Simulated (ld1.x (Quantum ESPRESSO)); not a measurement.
**Transferability test, TM potential for Sr (Z = 38)**

- Element: Sr (Z = 38)
- Generator: ld1.x (Quantum ESPRESSO) 7.5
- Type: norm-conserving Troullier–Martins (Kleinman–Bylander form)
- Functional: LDA (PZ)
- Relativity: scalar-relativistic
- Frozen core: [Ar] 3d10
- Valence charge: 10
- Reference configuration: 4s2 4p6 4d0 5s0.5 5p0 (charge +1.5)
- Partial waves: 4s (bound): rc 1.35 bohr; 4p (bound): rc 1.85 bohr; 4d (bound, empty): rc 2.50 bohr
- Local potential: all-electron potential smoothed inside 1.25 bohr (lloc = -1)
- Core correction: a·sin(br)/r model core inside 1.10 bohr

Occupied shells without a wave of their own: 5s. They enter only through the test configuration that unscreens the potential, and ld1.x also counts them in the model core charge.

Energies are relative to the spin-unpolarised reference configuration 4s2 4p6 4d0 5s0.5 5p0; without spin polarisation the order of configurations can differ from experiment. Spin-polarised rows fill each open shell by Hund’s rule, majority spin first. Not all tests gave a result: 2 of 9 tests not solved or not reliable. Left out of the table: 4s1 4p6 4d0 5s2 5p0 (solver errors, printed error -14.4 eV); 4s2 4p5 4d0 5s2 5p0 (solver errors, printed error -14.2 eV). The frozen-core shift is the all-electron ΔE with the core orbitals held at their reference shape minus the fully relaxed ΔE.

ld1.x takes every shell without a wave as core, so the model core holds the 5s electrons as well and exchange and correlation see them twice. This cancels in the reference configuration, but the file is broken for other ones, and its errors say nothing about a proper core correction.

```csv
valence configuration,charge,ΔE all-electron (eV),error AE − PS (meV),frozen-core shift (meV)
4s2 4p6 4d0 5s2 5p0,0,-11.012,+695,-0.3
4s2 4p6 4d0 5s1 5p0,+1,-4.949,+439,-0.2
4s2 4p6 4d0 5s0 5p0,+2,6.232,-1074,+0.2
4s2 4p6 4d1 5s0 5p0,+1,-3.152,-491,+1.9
4s2 4p6 4d0.5 5s1.5 5p0,0,-9.863,+444,+0.5
4s2 4p6 4d0 5s0.5 5p0 (spin-polarised),+1.5,-0.058,+43,0.0
4s2 4p6 4d0 5s1 5p0 (spin-polarised),+1,-5.126,+481,-0.2
```

Levels in the configuration 4s2 4p6 4d0 5s1 5p0:

| level | all-electron (eV) | pseudo (eV) |
| --- | --- | --- |
| 4s | -47.322 | -46.881 |
| 4p | -29.217 | -28.818 |
| 5s | -8.587 | -9.167 |

These tests converged, but a pseudo level misses the all-electron one widely, so the file describes the atom poorly there or has found another state: 4s2 4p6 4d0 5s0 5p0: empty 5s by 3.8 eV. A variational frozen-core shift is positive and of second order in the change. This column holds negative values, so the frozen-core run of ld1.x carries numerical noise or an error of first order here, and the column gives no more than the rough size of the effect.

The potential misses its own reference levels by up to 1.3 eV, so it is not fit for use.
